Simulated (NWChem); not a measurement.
A series in which one site is exchanged, each optimised at PBE0/def2-SVP with NWChem, gas phase unless a solvent is named. Low-valent species are run as closed-shell singlets; no triplet was tried in these runs. For some, no frequency run checked for a minimum. def2 effective core potentials on I; no spin-orbit coupling.

A: [Ge]([Cl])[F] (GeClF; site = F)
B: [GeH][Cl] (GeHCl; site = H)
C: [Cl][Ge][Cl] (GeCl$_{2}$; site = Cl)
D: [Cl][Ge][I] (GeICl; site = I)

Values for A:

```
Item                                                   Result
-----------------------------------------------------  ------
dipole (D), PBE0/def2-SVP                                2.18
vertical ionisation energy, ΔSCF, B3LYP/def2-SVP (eV)   10.79
static polarisability, B3LYP/def2-SVPD (bohr³)           45.5
lowest singlet excitation, B3LYP/def2-SVPD, TDA (eV)     4.53
```

Q: How do these values change for the other members?

A: 
| change from A | B | C | D |
|---|---|---|---|
| dipole (D), PBE0/def2-SVP | -0.50 | -0.23 | -0.42 |
| vertical ionisation energy, ΔSCF, B3LYP/def2-SVP (eV) | -1.29 | -0.55 | -1.27 |
| static polarisability, B3LYP/def2-SVPD (bohr³) | +3.4 | +15.8 | +41.2 |
| lowest singlet excitation, B3LYP/def2-SVPD, TDA (eV) | -1.74 | -0.57 | -1.53 |
